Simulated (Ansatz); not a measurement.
`Cl[SiH2][CH2][GeH3]` + HBr → `[GeH3][Br]` + `C[SiH2]Cl` at 600 K and 1 bar (ligand exchange at a Ge–C bond).

Isolated molecules relaxed with PBE0-D4/def2-TZVP in Ansatz; ΔE leaves out vibrations. CCSD(T)/CBS adds triple-zeta CCSD(T) − MP2 to the extrapolated MP2 energy (def2 sets, frozen cores). For Br, Ge outer-core shells are correlated without core-valence functions, which leaves a few kJ/mol of doubt a bond. Scalar relativity is left out up to krypton. Each species was taken in one conformer, which may not be the lowest.

```json
{"species": "`Cl[SiH2][CH2][GeH3]`", "CCSD(T)/CBS energy (Eh)": "-2867.28596", "H − E (kJ/mol)": "247.8", "S (J/(mol·K))": "472.3"}
{"species": "HBr", "CCSD(T)/CBS energy (Eh)": "-2573.91920", "H − E (kJ/mol)": "33.5", "S (J/(mol·K))": "219.1"}
{"species": "`[GeH3][Br]`", "CCSD(T)/CBS energy (Eh)": "-4651.26096", "H − E (kJ/mol)": "96.2", "S (J/(mol·K))": "322.2"}
{"species": "`C[SiH2]Cl`", "CCSD(T)/CBS energy (Eh)": "-789.97638", "H − E (kJ/mol)": "190.1", "S (J/(mol·K))": "364.9"}
```

H − E and S are ideal-gas, rigid-rotor, harmonic terms from PBE0-D4/def2-TZVP, for one conformer and one mirror image of each species. 1 Eh = 2625.50 kJ/mol, R = 8.31446 J/(mol·K).

Task: By hand: ΔE, ΔH, ΔS and ΔG.

Result: ΔE = (-4651.26096) + (-789.97638) − (-2867.28596) − (-2573.91920) = -0.03218 Eh = -84.5 kJ/mol. Δ(H − E) = 96.2 + 190.1 − 247.8 − 33.5 = 5.0, so ΔH = -79.5 kJ/mol. ΔS = 322.2 + 364.9 − 472.3 − 219.1 = -4.3 J/(mol·K). ΔG = -79.5 − 600 × (-4.3)/1000 = -76.9 kJ/mol.

Task: By hand: the equilibrium constant, and the temperature at which ΔG would vanish if ΔH and ΔS stayed fixed.

Result: log₁₀ K = −ΔG/(RT ln 10) = 6.7. ΔG = 0 at ΔH/ΔS = 18488 K, far beyond where these terms or the molecules hold.

The number of gas molecules stays the same, so ΔS is small and ΔH decides. A doubt of 5 kJ/mol in ΔE shifts log₁₀ K by 0.4 here. Other conformers and mirror images would add mixing entropy, several J/(mol·K) or more a flexible species. Modes under 60 cm⁻¹, often nearly free rotors, make the harmonic entropy too high. These are equilibria of isolated gas molecules and say nothing of rates. Largest T1 diagnostic: 0.010 (customary marks: 0.02 for closed shells, 0.045 for open ones).
